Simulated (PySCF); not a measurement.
Species: C3H4BO5 (charge -1).
SMILES with atom numbers: `[CH3:1][O:2][BH-:3]1[O:4][C:5](=[O:6])[C:7](=[O:8])[O:9]1` (hydrogens: H10, H11, H12 on C1; H13 on B3)

Structure used (GFN2-xTB), in Å, numbered top down from 1:
```
atom  x, y, z in Å
C1    -2.2747    0.2170   -0.1200
O2    -1.0631    0.0554   -0.7814
B3    -0.0158   -0.6114   -0.0384
O4     0.5981    0.3383    1.0097
C5     1.8181    0.6279    0.6775
O6     2.5648    1.3683    1.2849
C7     2.1748   -0.1571   -0.6037
O8     3.2499   -0.1482   -1.1665
O9     1.1377   -0.8586   -0.9595
H10   -2.1675    0.8448    0.7750
H11   -2.9730    0.6979   -0.8119
H12   -2.6927   -0.7505    0.1989
H13   -0.3609   -1.6233    0.5179
```

The closed-shell ground state was solved at several levels (PySCF, density fitting, gas phase, non-relativistic). No diffuse functions stand in pcJ-1 and pcSseg-1, which bears on an anion's orbital energies.

| level | basis functions | total energy (Eh) | HOMO (eV) | LUMO (eV) | gap (eV) |
| --- | --- | --- | --- | --- | --- |
| B3LYP/pcJ-1 | 283 | -517.9200 | -2.85 | 2.97 | 5.82 |
| CAM-B3LYP/def2-SVPD | 227 | -517.3723 | -4.90 | 3.96 | 8.86 |

Problem. Estimate the row for PBE0/pcSseg-1, a basis of 173 functions; the other rows only guide the guess.

Solution. Total energy -517.2958 Eh, HOMO -3.11 eV, LUMO 3.19 eV, gap 6.30 eV.

Problem. Over all these levels, which gives the widest orbital gap and which the narrowest?

Solution. CAM-B3LYP/def2-SVPD (range-separated hybrid) has the widest, 8.86 eV, and B3LYP/pcJ-1 (global hybrid, 20 % exact exchange) the narrowest, 5.82 eV. Functional and basis both differ between the two, so the spread mixes both effects.

One conformer stands for the species.
